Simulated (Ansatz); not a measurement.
Isolated molecules relaxed with PBE0-D4/def2-TZVP in Ansatz; ΔE leaves out vibrations. CBS: MP2 limit from def2 TZ/QZ plus the TZ coupled-cluster correction, frozen cores. This one scheme is used for every species. DFT in def2-TZVPP. B3LYP here is the variant with VWN-RPA as its local correlation; programs differ in this. Elements past krypton have def2 core potentials. For Zr outer-core shells are correlated without core-valence functions, which leaves a few kJ/mol of doubt a bond. One conformer a species, not always the lowest.

Reaction (redistribution): `[SH][Zr]([Cl])([Cl])[Cl]` + `COB(F)S` → `[SH][Zr]([SH])([Cl])[Cl]` + `COB(F)Cl`

```csv
level,ΔE (kcal/mol),difference from CCSD(T)/CBS
PBE-D4,9.4,-0.6
r2SCAN-D4,10.2,0.2
PBE0-D4,9.8,-0.2
B3LYP-D4,10.2,0.2
ωB97X-V,11.0,1.0
ωB97M-V,10.3,0.3
B2PLYP,10.3,0.3
PBE,9.8,-0.2
r2SCAN,10.3,0.3
PBE0,10.2,0.2
B3LYP,10.9,0.9
HF/def2-TZVPP,12.5,2.5
MP2/def2-TZVPP,9.0,-1.0
SCS-MP2/def2-TZVPP,9.7,-0.3
CCSD/def2-TZVPP,10.2,0.2
CCSD(T)/def2-TZVPP,9.6,-0.4
HF/def2-QZVPP,12.6,2.6
MP2/def2-QZVPP,9.2,-0.8
SCS-MP2/def2-QZVPP,9.9,-0.1
HF/CBS(def2),12.6,2.6
MP2/CBS(def2),9.4,-0.6
CCSD/CBS(def2),10.6,0.6
CCSD(T)/CBS,10.0,0
```

Largest T1 diagnostic among the species: 0.017.

In def2-TZVPP, CCSD(T) changes the Hartree–Fock value by −2.9 kcal/mol (the triples alone add −0.6 kcal/mol) and MP2 by −3.5 kcal/mol.
